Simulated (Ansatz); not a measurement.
CH₅FO₂SSi (`CS[Si](O)(O)F`) at its PBE0-D4/def2-TZVP geometry, where that method's forces vanish. Total charge 0; spin multiplicity 1.

```xyz
11

C     1.6993   -0.6238    0.8455
S     1.2321   -0.0882   -0.8302
Si   -0.7835    0.3733   -0.4859
O    -1.4443    1.0607   -1.8020
O    -1.6092   -0.9683   -0.0989
F    -0.8924    1.3942    0.7396
H     2.7582   -0.8751    0.8040
H     1.1327   -1.5063    1.1381
H     1.5494    0.1786    1.5659
H    -1.1243    1.9244   -2.0673
H    -2.5181   -0.8694    0.1912
```

What forces (eV/Å) does r2SCAN-D4/def2-TZVPP give on these atoms in Ansatz? (Best estimate.)

The calculation gave: 
```
C1   0.057 -0.060  0.182
S2  -0.017  0.044 -0.188
Si3  0.035  0.017 -0.006
O4  -0.041 -0.001 -0.055
O5  -0.012 -0.064 -0.004
F6   0.002  0.042  0.071
H7  -0.026  0.004  0.009
H8   0.012  0.016 -0.001
H9   0.002 -0.016 -0.009
H10  0.010  0.019 -0.012
H11 -0.022 -0.002  0.014
```
